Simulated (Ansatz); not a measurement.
C2H5NO2Si, SMILES O[Si@@H]1C=NCO1.

Geometry: B3LYP-D3(BJ)/def2-SVP. The structure was generated by enumeration; whether it is a known compound was not checked. Other conformers were not sampled.

Two levels are set side by side: PBE/def2-TZVPD (Ansatz, a first-principles code) and CAM-B3LYP/def2-TZVPD (Ansatz). Energy differences of separate SCF runs at the same geometry; the states with an electron removed or added have multiplicity 2 and 2. Differences are taken from unrounded values.

```
quantity                            PBE
---------------------------------  ----
vertical ionisation energy (eV)    9.28
vertical singlet–triplet gap (eV)  3.51
```

**Question.** These are the PBE values. What does CAM-B3LYP give? (An estimate is asked for; the answer gives what the named calculation found.)

**Answer.** 
```json
[
 {"quantity": "vertical ionisation energy (eV)", "CAM-B3LYP": "9.83", "PBE minus CAM-B3LYP": "-0.55"},
 {"quantity": "vertical singlet–triplet gap (eV)", "CAM-B3LYP": "3.70", "PBE minus CAM-B3LYP": "-0.19"}
]
```
